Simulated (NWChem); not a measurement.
System: C$_{2}$H$_{6}$FGa; SMILES [CH3][Ga]([CH3])[F]

NWChem input:

```
start job
memory heap 200 mb stack 900 mb global 1100 mb
geometry units angstroms noautoz
  Ga    -0.010253     0.000032    -0.123154
  F      1.723620     0.009152    -0.566138
  C     -0.729594    -1.824362     0.030171
  H     -0.595185    -2.350341    -0.936596
  H     -1.801641    -1.838026     0.304720
  H     -0.151042    -2.379875     0.795672
  C     -0.732842     1.816875     0.092021
  H     -1.805096     1.819338     0.366102
  H     -0.598460     2.376106    -0.855910
  H     -0.155831     2.346662     0.876720
end
basis spherical
  Ga library 6-311g**
  F library 6-311g**
  C library 6-311g**
  H library 6-311g**
end
dft
  xc b3lyp
  iterations 150
  mulliken
end
task dft energy
```

Excerpt of the output:

```
             Northwest Computational Chemistry Package (NWChem) 7.3.0
             --------------------------------------------------------

 C2V symmetry detected

                             Geometry "geometry" -> ""
                             -------------------------

 Output coordinates in angstroms (scale by  1.889725989 to convert to a.u.)

  No.       Tag          Charge          X              Y              Z
 ---- ---------------- ---------- -------------- -------------- --------------
    1 Ga                  31.0000     0.00000000     0.00000000    -0.03394070
    2 F                    9.0000     0.00000000     0.00000000     1.75564963
    3 C                    6.0000    -1.82088185     0.00000000    -0.77808641
    4 H                    1.0000    -2.36359271    -0.89426503    -0.41051844
    5 H                    1.0000    -1.82894030     0.00000000    -1.88478721
    6 H                    1.0000    -2.36359271     0.89426503    -0.41051844
    7 C                    6.0000     1.82088185    -0.00000000    -0.77808641
    8 H                    1.0000     1.82894030     0.00000000    -1.88478721
    9 H                    1.0000     2.36359271    -0.89426503    -0.41051844
   10 H                    1.0000     2.36359271     0.89426503    -0.41051844

 Effective nuclear repulsion energy (a.u.)     277.0980627135

      Symmetry information
      --------------------

 Group name             C2v
 Group number             16
 Group order               4
 No. of unique centers     5

                                 NWChem DFT Module
                                 -----------------

 Summary of "ao basis" -> "ao basis" (spherical)
 ------------------------------------------------------------------------------
       Tag                 Description            Shells   Functions and Types
 ---------------- ------------------------------  ------  ---------------------
 Ga                         6-311g**                18       44   8s7p3d
 F                          6-311g**                 8       18   4s3p1d
 C                          6-311g**                 8       18   4s3p1d
 H                          6-311g**                 4        6   3s1p

      Symmetry analysis of basis
      --------------------------

        a1         54
        a2         16
        b1         38
        b2         26

            General Information
            -------------------
          SCF calculation type: DFT
          Wavefunction type:  closed shell.
          No. of atoms     :    10
          No. of electrons :    58
           Alpha electrons :    29
            Beta electrons :    29
          Charge           :     0
          Spin multiplicity:     1
          Use of symmetry is: on ; symmetry adaption is: on
          Maximum number of iterations: 150
          AO basis - number of functions:   134
                     number of shells:    66
          Convergence on energy requested:  1.00D-06
          Convergence on density requested:  1.00D-05
          Convergence on gradient requested:  5.00D-04

              XC Information
              --------------
                         B3LYP Method XC Potential
                     Hartree-Fock (Exact) Exchange  0.200
                        Slater Exchange Functional  0.800 local
                    Becke 1988 Exchange Functional  0.720 non-local
              Lee-Yang-Parr Correlation Functional  0.810
                  VWN I RPA Correlation Functional  0.190 local

             Grid Information
             ----------------
          Grid used for XC integration:  medium
          Radial quadrature: Mura-Knowles
          Angular quadrature: Lebedev.
          Tag              B.-S. Rad. Rad. Pts. Rad. Cut. Ang. Pts.
          ---              ---------- --------- --------- ---------
          Ga                  1.30      112          10.0       590
          F                   0.50       49          11.0       434
          C                   0.70       49          12.0       434
          H                   0.35       45          13.0       434
          Grid pruning is: on
          Number of quadrature shells:   300
          Spatial weights used:  Erf1

      Superposition of Atomic Density Guess
      -------------------------------------

 Sum of atomic energies:       -2100.92339784

      Non-variational initial energy
      ------------------------------

 Total energy =   -2102.280822
 1-e energy   =   -3479.626507
 2-e energy   =    1100.247622
 HOMO         =      -0.329694
 LUMO         =       0.001534

      Symmetry analysis of molecular orbitals - initial
      -------------------------------------------------

  Numbering of irreducible representations:

     1 a1          2 a2          3 b1          4 b2

  Orbital symmetries:

     1 a1          2 a1          3 b1          4 a1          5 b2
     6 a1          7 a1          8 b1          9 a1         10 b1
    11 a1         12 b2         13 a1         14 a1         15 b1
    16 a2         17 a1         18 b2         19 b1         20 a1
    21 a1         22 b1         23 b2         24 a1         25 b2
    26 b1         27 a2         28 a1         29 b1         30 a1
    31 b2         32 b1         33 a1         34 b2         35 a1
    36 a1         37 a2         38 b1         39 b1

     ---------------------------------------------
      Total Density - Mulliken Population Analysis
     ---------------------------------------------

[...]
```

Level: B3LYP/6-311G** (spherical d). The geometry was optimised at PBE-D3(BJ)/def2-SVP. B3LYP is NWChem's, with the RPA form of VWN correlation.
